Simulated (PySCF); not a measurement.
# What a mistake does to a calculation on GeH6NOSi

All numbers below are calculated, not measured. They come from PySCF 2.14.0, an open-source quantum chemistry program, on an isolated molecule that a program drew, which may never have been made. The molecule is GeH6NOSi (charge 0, doublet), drawn as the SMILES string `[OH][GeH][NH][SiH3]`.

Each row is a Hartree-Fock (HF) and frozen-core CCSD(T) single point in the cc-pV(D+d)Z basis, meant for a local HF minimum. Run 1 is clean. Each other run has one planted mistake out of seven kinds, and not every kind appears here: one electron removed, one electron added, multiplicity raised by two, geometry at a saddle point, minimal basis STO-3G, one bond length entered in bohr, all coordinates scaled. The reference is restricted for singlets and unrestricted otherwise, and also for a bond in bohr. Adding or removing an electron swaps singlet and doublet. Electrons count all cores. HOMO and LUMO are orbital energies over both spins, the gradient is its largest component, and the lowest frequency (negative if imaginary) is given only where the gradient is small. Bond lengths are over the 9 bonds as drawn. T1 is the CCSD diagnostic: over 0.02 (restricted) or 0.045 (unrestricted) a single reference is doubtful. Germanium has the cc-pVDZ-PP basis, with a core potential (ECP10MDF) in place of its 10 inner electrons, and its 3s, 3p and 3d shells are frozen in CCSD(T).

Geometry of the clean run:
```xyz
10
GeH6NOSi, angstrom
O     1.6789   -3.9407   -2.0902
Ge    0.4558   -3.4823   -0.8764
N     0.8493   -1.7316   -0.4752
Si    2.1740   -0.7779   -1.0610
H     1.5621   -3.5638   -2.9507
H     0.6972   -4.4339    0.3144
H     0.2147   -1.2714    0.1527
H     2.2053   -0.7352   -2.5425
H     1.9813    0.6004   -0.5516
H     3.4891   -1.2778   -0.6024
```

```
run,electrons,basis functions,<S^2>,HOMO (eV),LUMO (eV),gradient (hartree/bohr),lowest frequency (cm^-1),mean bond (Å),longest bond (Å),T1,HF (hartree),CCSD(T) (hartree),mistake
1,67,104,0.757,-8.85,1.18,3.5e-06,59,1.4772,1.839,0.0156,-715.14466,-715.74607,no fault
2,67,104,3.763,-2.71,-0.69,9.4e-02,-,1.4772,1.839,0.0368,-714.91977,-715.50804,multiplicity raised by two
3,66,104,0.000,-16.07,-6.96,9.4e-02,-,1.4772,1.839,0.0259,-714.85261,-715.46728,one electron removed
4,68,104,0.000,-0.63,8.22,1.1e-01,-,1.4772,1.839,0.0144,-715.13255,-715.75895,one electron added
5,67,104,0.768,-9.27,0.52,6.4e-02,-,1.5968,1.988,0.0199,-715.09042,-715.71128,all coordinates scaled
6,67,104,1.740,-7.86,1.07,1.6e-02,-,1.6235,2.796,0.0248,-715.00786,-715.58885,?
```

**Which mistake was planted in run 6, and what did it cost?**

The mean bond changes by a factor of 1.099 and the longest by 1.520, so the molecule wasn't scaled as a whole. A length L in bohr read as angstrom grows by (1/0.5292 - 1) L = 0.890 L. The 9 bonds together grew by 9 x 0.1463 = 1.317 Å, which gives L = 1.480 Å. That is the length of one of the H-Si bonds, 1.480 Å in the clean geometry. So the mistake is: one bond length entered in bohr. Subtracting run 1 and multiplying by 627.51 kcal/mol a hartree, the energy moved by 85.8 kcal/mol in HF and 98.7 kcal/mol in CCSD(T).

Cautions from the logs. Run 3: T1 is over the limit, so its CCSD(T) energy is less reliable.
